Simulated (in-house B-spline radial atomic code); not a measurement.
# Solving the quasi-particle equation for 4p of Sr²⁺

Configuration [Ar] 3d10 4s2 4p6, start HSE06; correlation leaves out the deepest shell. Computed with a B-spline radial code for spherical atoms: all electrons, scalar-relativistic (spin-free one-electron X2C), finite nucleus, each spin shell either full or empty, empty states to l = 9 with an (l + 1/2)⁻⁴ tail; G0W0 by contour deformation at full frequency.

At the mean-field level ε = -38.007 eV the matrix elements are Σx = -27.623 eV, v_xc = -22.699 eV and Σc(ε) = -0.747 eV, and the slope of the correlation self-energy is dΣc/dω = -0.0583. The quasi-particle energy solves E = ε + Σx − v_xc + Σc(E).

Problem. What does the linearised equation give?

Solution. Z = 1/(1 − dΣc/dω) = 1/1.0583 = 0.9449. The first-order shift is Σx − v_xc + Σc(ε) = -27.623 − (-22.699) + (-0.747) = -5.671 eV, so E ≈ ε + Z × shift = -38.007 + 0.9449 × (-5.671) = -43.366 eV.

Problem. How does that compare with the full solution and with static screening?

Solution. Solving the equation at full frequency dependence gives E = -43.348 eV, where Σc = -0.417 eV and the weight is 0.938; the linearised value is off by 18 meV. Leaving Z out would give -43.678 eV. Static COHSEX puts -3.140 eV in place of Σc and gives -46.071 eV, 2.72 eV deeper. The tabulated removal energy is 42.884 eV (NIST, measured); the run leaves out spin-orbit coupling, Breit and QED terms.
